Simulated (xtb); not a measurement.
aziridine (C2H5N), singlet, at a GFN2-xTB geometry; GFN1-xTB with ALPB(dmso) in xtb.

Input for xtb:
```
$ xtb mol.xyz --gfn 1 --alpb dmso --json

# file mol.xyz
8

C     -0.04252334    -0.38733500     0.73947652
N     -0.01011255     0.85146718    -0.00126732
C     -0.05037456    -0.38962699    -0.73777732
H      0.89670534     1.30833644    -0.00679566
H     -0.96703575    -0.57186181     1.26898429
H     -0.98045991    -0.57578070    -1.25685328
H      0.84619301    -0.72763722     1.25923727
H      0.83277259    -0.73155502    -1.26589656
```

Task: What does xtb print? Leave out banner, timings and long lists.

Result: 
```
   ID    Z sym.   atoms
    1    6 C      1, 3
    2    7 N      2
    3    1 H      4-8

           -------------------------------------------------
          |                Calculation Setup                |
           -------------------------------------------------

           -------------------------------------------------
          |                 G F N 1 - x T B                 |
           -------------------------------------------------

      * Solvation model:               ALPB
        Solvent                        dmso
        Parameter file                 internal GFN1-xTB/ALPB
        Dielectric constant                4.6680E+01
        Reference state                gsolv [1 M gas/solution]
        Free energy shift                  7.6243E-03 Eh       4.7843E+00 kcal/mol
        Temperature                        2.9815E+02 K
        Density                            1.1000E+00 kg/L
        Solvent mass                       7.8130E+01 g/mol
        Interaction kernel             P16
        Born radius scaling (c1)           1.7672E+00
        Born radii integrator          GBOBC
        Born offset                        0.0000E+00 a0       0.0000E+00 AA
        H-bond correction              true
        Ion screening                  false
        Surface tension                    1.0000E-05 Eh       1.5569E+01 dyn/cm
        Grid points                               230 per atom

          ...................................................
          :                      SETUP                      :
          :.................................................:
          :  # basis functions                  22          :
          :  # atomic orbitals                  22          :
          :  # shells                           16          :
          :  # electrons                        18          :
          :  # halogen bonds                     0          :
          :  max. iterations                   250          :
          :  Hamiltonian                  GFN1-xTB          :
          :  restarted?                      false          :
          :  GBSA solvation                   true          :
          :  PC potential                    false          :
          :  electronic temp.          300.0000000     K    :
          :  accuracy                    1.0000000          :
          :  -> integral cutoff          0.2500000E+02      :
          :  -> integral neglect         0.1000000E-07      :
          :  -> SCF convergence          0.1000000E-05 Eh   :
          :  -> wf. convergence          0.2000000E-04 e    :
          :  Broyden damping             0.4000000          :
          :  net charge                          0          :
          :  unpaired electrons                  0          :
          ...................................................

 iter      E             dE          RMSdq      gap      omega  full diag
   1    -10.2087073 -0.102087E+02  0.769E+00    7.73       0.0  T
   2    -10.2165650 -0.785771E-02  0.464E+00    7.93       1.0  T
   3    -10.2168558 -0.290756E-03  0.386E-01    8.24       1.0  T
   4    -10.2172090 -0.353276E-03  0.395E-02    8.16       1.0  T
   5    -10.2172163 -0.727113E-05  0.112E-02    8.13       3.2  T
   6    -10.2172167 -0.376706E-06  0.176E-03    8.14      20.0  T
   7    -10.2172167 -0.101228E-07  0.105E-04    8.13     337.7  T
   8    -10.2172167 -0.103739E-10  0.396E-05    8.13     892.4  T

   *** convergence criteria satisfied after 8 iterations ***

         :::::::::::::::::::::::::::::::::::::::::::::::::::::
         ::                     SUMMARY                     ::
         :::::::::::::::::::::::::::::::::::::::::::::::::::::
         :: total energy             -10.091306472422 Eh    ::
         :: total w/o Gsasa/hb       -10.087558916599 Eh    ::
         :: gradient norm              0.011364149599 Eh/a0 ::
         :: HOMO-LUMO gap              8.134666967094 eV    ::
[...]

           -------------------------------------------------
          |                Property Printout                |
           -------------------------------------------------

    * Orbital Energies and Occupations

         #    Occupation            Energy/Eh            Energy/eV
      -------------------------------------------------------------
         1        2.0000           -0.7515162             -20.4498
         2        2.0000           -0.6278208             -17.0839
         3        2.0000           -0.6073475             -16.5268
         4        2.0000           -0.5725386             -15.5796
         5        2.0000           -0.5403258             -14.7030
         6        2.0000           -0.4911136             -13.3639
         7        2.0000           -0.4735476             -12.8859
         8        2.0000           -0.4642910             -12.6340
         9        2.0000           -0.4094831             -11.1426 (HOMO)
        10                         -0.1105396              -3.0079 (LUMO)
        11                         -0.1016857              -2.7670
        12                         -0.1007804              -2.7424
        13                         -0.0870301              -2.3682
        14                         -0.0523724              -1.4251
        15                         -0.0441786              -1.2022
        16                          0.1565865               4.2609
        17                          0.2361468               6.4259
        18                          0.2583899               7.0311
        19                          0.3502670               9.5313
        20                          0.3602646               9.8033
       ...                                ...                  ...
        22                          0.4219194              11.4810
      -------------------------------------------------------------
                  HL-Gap            0.2989435 Eh            8.1347 eV
             Fermi-level           -0.2600114 Eh           -7.0753 eV

  Mulliken/CM5 charges         n(s)   n(p)   n(d)
     1C     0.05891  0.00945   0.986  2.955  0.000
     2N    -0.44106 -0.78028   1.520  3.921  0.000
     3C     0.05891  0.00945   0.986  2.955  0.000
     4H     0.21774  0.40716   0.782  0.000  0.000
     5H     0.02396  0.08711   0.976  0.000  0.000
     6H     0.02396  0.08711   0.976  0.000  0.000
     7H     0.02879  0.08999   0.971  0.000  0.000
     8H     0.02879  0.08999   0.971  0.000  0.000

Wiberg/Mayer (AO) data.
largest (>0.10) Wiberg bond orders for each atom

 ---------------------------------------------------------------------------
     #   Z sym  total        # sym  WBO       # sym  WBO       # sym  WBO
 ---------------------------------------------------------------------------
     1   6 C    3.932 --     5 H    0.984     3 C    0.981     7 H    0.980
                             2 N    0.979
     2   7 N    2.952 --     1 C    0.979     3 C    0.979     4 H    0.947
     3   6 C    3.932 --     6 H    0.984     1 C    0.981     8 H    0.980
                             2 N    0.979
     4   1 H    0.967 --     2 N    0.947
     5   1 H    1.018 --     1 C    0.984
     6   1 H    1.018 --     3 C    0.984
     7   1 H    1.004 --     1 C    0.980
     8   1 H    1.004 --     3 C    0.980
 ---------------------------------------------------------------------------

Topologies differ in total number of bonds
Writing topology from bond orders to xtbtopo.mol

 dipole moment from electron density (au)
     X       Y       Z
   0.7333  -0.4685  -0.0032  total (Debye):    2.212

           -------------------------------------------------
          | TOTAL ENERGY              -10.091306472422 Eh   |
          | GRADIENT NORM               0.011364149599 Eh/α |
          | HOMO-LUMO GAP               8.134666967094 eV   |
           -------------------------------------------------

normal termination of xtb
```
